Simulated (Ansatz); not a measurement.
Basis-set extrapolation for C₈H₁₆ (`C[C@H]1CC[C@H](C)CC1`) (PBE0-D4/def2-TZVP geometry, frozen core, Ansatz 0.2.0). Multiplicity 1, RHF reference.

```
                      def2-TZVPP   def2-QZVPP
                 HF  -312.391031  -312.405384
    MP2 correlation    -1.394812    -1.480357
CCSD(T) correlation    -1.534611      not run
```

Energies in hartree. Use E(X) = E(∞) + A·exp(−7.88·√X) for Hartree–Fock and E(X) = E(∞) + B·X^(−2.97) for correlation, with X = 3 and 4, and add CCSD(T) minus MP2 of the smaller set to the MP2 limit.

Problem. What is the CCSD(T) energy at the basis-set limit?

Solution. HF limit: -312.405384 + (-0.014353) × 0.13774 = -312.40736. MP2 limit: -1.480357 + (-0.085545) × 0.74074 = -1.54372. Higher-order term: -1.534611 − (-1.394812) = -0.13980. Total: -314.09088 hartree, 103.7 kcal/mol below CCSD(T)/def2-TZVPP.
